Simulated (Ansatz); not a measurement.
ClH3Si3: where a starting geometry ends

The starting geometry of this gas-phase singlet was optimised with GFN2-xTB.

```yaml
atoms:
  - { symbol: Cl, position_ang: [-0.4058, -0.8484, -3.2732] }
  - { symbol: Si, position_ang: [0.2645, -0.6068, 0.1374] }
  - { symbol: Si, position_ang: [-0.8806, 0.9245, 1.2756] }
  - { symbol: Si, position_ang: [0.7877, -1.6907, -1.7359] }
  - { symbol: H, position_ang: [-1.8845, 1.7583, 0.5916] }
  - { symbol: H, position_ang: [-0.9668, 1.4259, 2.6615] }
  - { symbol: H, position_ang: [1.1392, -1.2193, 1.1925] }
```

Predict what becomes of its bonds when it is optimised with r2SCAN-D4/def2-SVP.

It keeps its bonds.

The energy falls by 0.44 eV over 26 steps:

```
step  E − E(last) (eV)
   1             0.438
   4             0.118
   7             0.049
   9             0.044
  12             0.043
  15             0.041
  18             0.027
  20             0.017
  23             0.001
  26             0.000
```

Final geometry (Å):

| atom | x (Å) | y (Å) | z (Å) |
| --- | --- | --- | --- |
| Cl | -0.6422 | -0.1085 | -2.6720 |
| Si | 0.9554 | -0.4459 | 0.3180 |
| Si | -0.7848 | 0.7514 | 0.8971 |
| Si | 0.0283 | -1.6958 | -1.4346 |
| H | -1.6348 | 1.4642 | -0.0935 |
| H | -1.2363 | 1.0031 | 2.2982 |
| H | 1.3682 | -1.2249 | 1.5363 |

The end wasn't checked by frequencies. Run with Ansatz 0.2.0, 2.6 min on 1 thread of Intel(R) Xeon(R) Processor @ 2.50GHz (Skylake/Cascade Lake), on a shared host.
